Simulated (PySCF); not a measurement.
This script is equivalent to a calculation on Sn²⁺ (tin, charge +2).

```python
from pyscf import gto, scf, dft, mp, cc
import basis_set_exchange as bse
txt = bse.get_basis("def2-SVP", elements=["Sn"], fmt="nwchem", header=False)
cut = txt.index("\nECP")
mol = gto.M(atom="Sn 0 0 0", charge=2, spin=0, symmetry="D2h",
            basis=gto.basis.parse(txt[:cut]),
            ecp={"Sn": gto.basis.parse_ecp(txt[cut:])})
mf = dft.UKS(mol, xc="LDA,VWN")
mf.irrep_nelec = {'Ag': (4, 4), 'B1g': (1, 1), 'B2g': (1, 1), 'B3g': (1, 1), 'B1u': (1, 1), 'B2u': (1, 1), 'B3u': (1, 1)}
mf.kernel()
```

(1) What total energy does it give?

(2) Which occupied shell lies highest, and where?

Energies and moments cover only the electrons outside the core potential.

Answers

(1) -213.102 hartree (calculated).

(2) 5s, at -26.654 eV.
